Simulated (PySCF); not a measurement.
## Ionisation energy of Ba by level of theory

Ba [Xe] 6s2 (1S) → Ba⁺ [Xe] 6s1 (2S), as a difference of total energies. Calculation: PySCF 2.14, in def2-SVP with the def2 core potential (46 electrons); a scalar-relativistic core potential. Correlated levels: valence: 5s2 5p6 frozen. The calculations carry no spin-orbit coupling.

| method | ionisation energy (eV) | error (eV) |
| --- | --- | --- |
| UHF | 4.256 | -0.956 |
| BP86 | 5.332 | +0.120 |
| r2SCAN | 4.929 | -0.283 |
| MP2 (valence) | 4.610 | -0.602 |
| SCS-MP2 (valence) | 4.681 | -0.531 |
| CCSD (valence) | 4.807 | -0.405 |

Reference: 5.212 eV (measured; NIST Atomic Spectra Database, ionization energies).

Errors of the correlated levels include the incompleteness of this basis and the frozen core.

With two correlated electrons CCSD is exact in that space.
